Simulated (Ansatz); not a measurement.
Mulliken charges of ClH₃O₂SZr, SMILES `[OH][Zr]([OH])([SH])[Cl]` from r2SCAN/def2-TZVPP in Ansatz (PBE0-D4/def2-TZVP geometry).

```csv
atom,x (Å),y (Å),z (Å),charge (e)
O1,1.702,0.065,0.205,-0.518
Zr2,-0.171,-0.249,0.139,1.229
O3,-1.173,0.745,1.404,-0.517
S4,-0.990,0.476,-2.058,-0.370
Cl5,-0.544,-2.564,0.448,-0.344
H6,2.604,0.304,0.398,0.203
H7,-1.531,1.248,2.131,0.204
H8,0.102,-0.025,-2.667,0.112
```

**Question.** By hand: the dipole of these point charges (1 e Å = 4.8032 D).

**Answer.** Σ q r = (0.296, 0.295, 0.163) e Å, of length 0.449 e Å = 2.16 D.

**Question.** How does the dipole of the full density compare? (Estimate.)

**Answer.** The calculation gave: (0.438, 0.481, 0.450) e Å, 3.80 D; the point charges give 0.57 times that, at 14° from its direction.

Point charges leave out the atoms' own dipoles, such as those of lone pairs, and Mulliken's split depends on the basis, so the two needn't agree.
